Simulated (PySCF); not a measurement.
Ionising ZnGe

ROHF-MP2; basis Zn pcseg-1, Ge pcseg-1; no relativity; PySCF 2.14. Neutral (ROHF): triplet (π ↑↑), Re = 2.459 Å, ωe = 191 cm⁻¹, De = 0.74 eV.

ZnGe⁺ (ROHF): doublet (π ↑), Re = 2.584 Å, ωe = 186 cm⁻¹, De = 1.61 eV to Zn + Ge⁺. The energies at the minima are -3852.98486 hartree for ZnGe and -3852.73111 for ZnGe⁺.

(1) Work out the adiabatic ionisation energy, without and with harmonic zero-point energies (1 hartree = 27.2114 eV, 1 eV = 8065.5 cm⁻¹), and the change of the bond length.

Correlated steps freeze 14 core orbitals. Correlated levels converge slowly with the basis: in double zeta they bind strong bonds too weakly, by up to about 1 eV, and carry superposition errors of some tenths. Spin–orbit coupling is left out. For an ion De counts to the pair picked by the measured ionisation energies or electron affinities, which need not be the lowest pair at this level. States were picked by a PBE0 search and need not be the measured ground states.

Answers

(1) At ROHF-MP2: 0.25375 hartree = 6.905 eV between the minima; the zero-point term (186.0 − 191.0)/2 cm⁻¹ = -0.000 eV makes it 6.905 eV. Re changes by +12.5 pm against the neutral. The electron leaves a π orbital, and the longer bond of the ion fits a bonding orbital, or a change in how ionic the bond is.
